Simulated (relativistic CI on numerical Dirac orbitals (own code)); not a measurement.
**Slater and spin-orbit integrals, Re42+**

Method of calculation: Dirac-Coulomb-Breit CI, orbitals from a KLI potential per configuration, a model potential for QED, unscaled Slater integrals (own radial code, finite nucleus).

Slater integrals F^k, G^k are unscaled and averaged over j, outside the closed core [Ar] 3d10; ζ comes from projecting the Hamiltonian with its Breit term on Σ l·s of the shell.

- 4s2.4p3: F^2(4p,4p) = 254150, ζ(4p) = 553810 cm⁻¹; <r>(4p) = 0.4003, <r^2>(4p) = 0.1814 (bohr units).
- 4s.4p4: F^2(4p,4p) = 254110, G^1(4s,4p) = 332480, ζ(4p) = 553490 cm⁻¹; <r>(4s) = 0.3906, <r^2>(4s) = 0.1717, <r>(4p) = 0.4003, <r^2>(4p) = 0.1815 (bohr units).
- 4s2.4p2.4d: F^2(4p,4p) = 254080, ζ(4p) = 554490, F^2(4p,4d) = 250790, G^1(4p,4d) = 309000, G^3(4p,4d) = 198740, ζ(4d) = 69897 cm⁻¹; <r>(4p) = 0.4004, <r^2>(4p) = 0.1815, <r>(4d) = 0.3976, <r^2>(4d) = 0.1807 (bohr units).

Averages of the first 10 configurations, taken without configuration mixing, which lowers the lowest level and can move excited configurations by several eV; other configurations of the list can lie among them:

```csv
Configuration,Parity,States,Average energy above the lowest level (eV)
4s2.4p3,odd,20,106.0
4s.4p4,even,30,282.1
4s2.4p2.4d,even,150,316.3
4p5,odd,6,469.5
4s.4p3.4d,odd,400,487.4
4s2.4p2.4f,odd,210,509.3
4s.4p3.4f,even,560,680.7
4p4.4d,even,150,669.9
4s.4p2.4d2,even,1350,696.0
4s2.4p.4d.4f,even,840,720.4
```
